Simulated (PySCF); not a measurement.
## Sr (strontium, neutral) across methods

[Kr] 5s1 6s1, high-spin 3S determinant (an excited configuration). Calculation: PySCF 2.14, in x2c-TZVPPall with one added diffuse shell each of s, p, d, f type (9s7p7d3f1g, 95 functions); the spin-free X2C one-electron Hamiltonian (Gaussian nucleus).

```json
{"method": "PBE0", "E (hartree)": "-3178.81", "mean ε 4p β (eV)": "-27.989", "mean ε 5s α (eV)": "-6.382", "mean ε 6s α (eV)": "-1.570", "Σ⟨r²⟩ (bohr²)": "157.0", "⟨S²⟩": "2.000"}
{"method": "UHF", "E (hartree)": "-3177.21582", "mean ε 4p β (eV)": "-32.773", "mean ε 5s α (eV)": "-7.738", "mean ε 6s α (eV)": "-1.922", "Σ⟨r²⟩ (bohr²)": "164.3", "⟨S²⟩": "2.000"}
{"method": "r2SCAN", "E (hartree)": "-3179.10", "mean ε 4p β (eV)": "-26.828", "mean ε 5s α (eV)": "-5.997", "mean ε 6s α (eV)": "-1.285", "Σ⟨r²⟩ (bohr²)": "161.2", "⟨S²⟩": "2.001"}
{"method": "BLYP", "E (hartree)": "-3179.21", "mean ε 4p β (eV)": "-25.794", "mean ε 5s α (eV)": "-5.731", "mean ε 6s α (eV)": "-1.185", "Σ⟨r²⟩ (bohr²)": "155.2", "⟨S²⟩": "2.000"}
{"method": "LDA", "E (hartree)": "-3174.95", "mean ε 4p β (eV)": "-26.067", "mean ε 5s α (eV)": "-5.978", "mean ε 6s α (eV)": "-1.351", "Σ⟨r²⟩ (bohr²)": "150.6", "⟨S²⟩": "2.000"}
{"method": "wB97X-V", "E (hartree)": "-3178.87", "mean ε 4p β (eV)": "-30.617", "mean ε 5s α (eV)": "-7.920", "mean ε 6s α (eV)": "-2.016", "Σ⟨r²⟩ (bohr²)": "159.7", "⟨S²⟩": "2.000"}
{"method": "PBE", "E (hartree)": "-3178.73", "mean ε 4p β (eV)": "-25.990", "mean ε 5s α (eV)": "-5.799", "mean ε 6s α (eV)": "-1.368", "Σ⟨r²⟩ (bohr²)": "155.1", "⟨S²⟩": "2.000"}
{"method": "PBEsol", "E (hartree)": "-3176.77", "mean ε 4p β (eV)": "-25.990", "mean ε 5s α (eV)": "-5.843", "mean ε 6s α (eV)": "-1.352", "Σ⟨r²⟩ (bohr²)": "154.6", "⟨S²⟩": "2.000"}
{"method": "LC-wPBE", "E (hartree)": "-3178.76", "mean ε 4p β (eV)": "-31.006", "mean ε 5s α (eV)": "-8.132", "mean ε 6s α (eV)": "-2.165", "Σ⟨r²⟩ (bohr²)": "159.5", "⟨S²⟩": "2.000"}
```

The outer electron is Rydberg-like, and this basis confines it to a smaller radius and binds it less than a complete one would.
